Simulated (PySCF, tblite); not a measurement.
Breaking a bond: GeF, doublet.

Methods: UKS-B3LYP/6-31G* = unrestricted B3LYP/6-31G*, spherical d in PySCF; GFN2-xTB, 300 K electronic temperature (tblite); UCCSD(T) = CCSD(T) on UHF/cc-pVDZ, 10 core orbitals frozen (PySCF).

Energies are in kJ/mol, each relative to the lowest point of its own curve near equilibrium.

```csv
R / Å,UKS-B3LYP/6-31G*,GFN2-xTB,UCCSD(T)
1.39,359.3,254.2,396.1
1.48,170.8,122.0,193.4
1.59,51.7,(withheld),61.9
1.64,24.0,24.6,30.2
1.72,2.7,(withheld),(withheld)
1.76,0.0,(withheld),0.0
1.80,1.4,0.0,0.1
1.88,13.5,0.9,(withheld)
1.94,(withheld),5.5,24.5
2.05,64.1,20.9,59.3
2.18,112.7,48.0,107.9
2.34,174.3,90.7,169.8
```

**Question.** What belongs in the gaps?

**Answer.** 
- 1.59, GFN2-xTB: 43.6
- 1.72, GFN2-xTB: 6.8
- 1.72, UCCSD(T): 4.3
- 1.76, GFN2-xTB: 2.3
- 1.88, UCCSD(T): 10.4
- 1.94, UKS-B3LYP/6-31G*: 28.5

The scan ran from 1.39 to 7.04 Å; beyond the distances shown one of the unrestricted levels run for this scan, shown here or not, changes its spin distribution in one step.
